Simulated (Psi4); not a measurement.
Computed with SAPT0/jun-cc-pVDZ, frozen core (Psi4).

Psi4 input:

```
molecule {
0 1
C 0.58788866 -0.78927011 0.16051095
C -0.79546307 -0.59163327 -0.10487705
C -1.11754325 0.72667880 -0.25276847
S 0.26106977 1.73583216 -0.06981070
C 1.28447944 0.38376865 0.20795646
H 1.04257939 -1.75790894 0.30891161
H -1.51632898 -1.39251250 -0.18206591
H -2.08328823 1.15790055 -0.45791275
H 2.33660627 0.52714467 0.39005587
--
0 1
B -0.63568439 0.58256223 -3.51877717
N -1.24046855 -0.71051313 -3.50348093
B -0.50216028 -1.91038966 -3.27275492
N 0.90174311 -1.77644339 -3.05108193
B 1.57115967 -0.51548524 -3.05327884
N 0.77217179 0.64364792 -3.29021494
H -1.27812513 1.56804680 -3.71379680
H -2.23227755 -0.77928341 -3.66218726
H -1.03461967 -2.97733357 -3.26549772
H 1.44409520 -2.60848026 -2.88628481
H 2.74591712 -0.43403938 -2.86555018
H 1.22168057 1.54447950 -3.29631504
units angstrom
symmetry c1
no_reorient
no_com
}
set basis jun-cc-pvdz
set scf_type df
set freeze_core true
energy('sapt0')
```

Part of the output:

```
    SAPT Results
  --------------------------------------------------------------------------------------------------------
    Electrostatics                 -7.40740945 [mEh]      -4.64821961 [kcal/mol]     -19.44815084 [kJ/mol]
      Elst10,r                     -7.40740945 [mEh]      -4.64821961 [kcal/mol]     -19.44815084 [kJ/mol]

    Exchange                       19.48016525 [mEh]      12.22398825 [kcal/mol]      51.14516683 [kJ/mol]
      Exch10                       19.48016525 [mEh]      12.22398825 [kcal/mol]      51.14516683 [kJ/mol]
      Exch10(S^2)                  19.41558690 [mEh]      12.18346472 [kcal/mol]      50.97561638 [kJ/mol]

    Induction                      -1.44964048 [mEh]      -0.90966314 [kcal/mol]      -3.80603056 [kJ/mol]
      Ind20,r                      -8.24295370 [mEh]      -5.17253154 [kcal/mol]     -21.64187195 [kJ/mol]
      Exch-Ind20,r                  7.82074948 [mEh]       4.90759439 [kcal/mol]      20.53337494 [kJ/mol]
      delta HF,r (2)               -1.02743627 [mEh]      -0.64472599 [kcal/mol]      -2.69753356 [kJ/mol]

    Dispersion                    -13.16026630 [mEh]      -8.25819178 [kcal/mol]     -34.55227440 [kJ/mol]
      Disp20                      -15.56952187 [mEh]      -9.77002248 [kcal/mol]     -40.87777404 [kJ/mol]
      Exch-Disp20                   2.40925558 [mEh]       1.51183070 [kcal/mol]       6.32549965 [kJ/mol]
      Disp20 (SS)                  -7.78476094 [mEh]      -4.88501124 [kcal/mol]     -20.43888702 [kJ/mol]
      Disp20 (OS)                  -7.78476094 [mEh]      -4.88501124 [kcal/mol]     -20.43888702 [kJ/mol]
      Exch-Disp20 (SS)              1.42734150 [mEh]       0.89567031 [kcal/mol]       3.74748459 [kJ/mol]
      Exch-Disp20 (OS)              0.98191408 [mEh]       0.61616039 [kcal/mol]       2.57801505 [kJ/mol]

  Total HF                         10.62311532 [mEh]       6.66610550 [kcal/mol]      27.89098543 [kJ/mol]
  Total SAPT0                      -2.53715098 [mEh]      -1.59208627 [kcal/mol]      -6.66128897 [kJ/mol]
```
